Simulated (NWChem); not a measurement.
Species: C2H6F2Si; SMILES FC(F)[SiH2]C

```xyz
11

C      1.0475     1.7142     0.0000
Si    -0.6522     0.9326     0.0000
C     -0.4192    -0.9771     0.0000
F      0.2993    -1.3383     1.1008
F      0.2993    -1.3383    -1.1008
H      1.6090     1.3945    -0.8909
H      0.9876     2.8128     0.0000
H      1.6090     1.3945     0.8909
H     -1.4409     1.2909     1.2176
H     -1.4409     1.2909    -1.2176
H     -1.3510    -1.5733     0.0000
```
Atoms are numbered in this order, from 1.

Geometry: optimised at PBE0/def2-SVP.

Symmetry labels are those of Cs in the frame above (b1 and b2, or b-type labels, depend on it).

List the 6 lowest vertical singlet excitations from Hartree-Fock/def2-SVP, TDHF (NWChem).


```csv
state,energy (eV),oscillator strength,symmetry,leading excitation (squared amplitude)
S1,10.03,0.003,a",HOMO → LUMO+2 (0.62)
S2,10.14,0.061,a',HOMO → LUMO+1 (0.36)
S3,10.45,0.097,a',HOMO → LUMO (0.48)
S4,10.58,0.004,a",HOMO−2 → LUMO (0.75)
S5,10.65,0.629,a',HOMO−1 → LUMO (0.58)
S6,10.96,0.029,a',HOMO−1 → LUMO+1 (0.75)
```
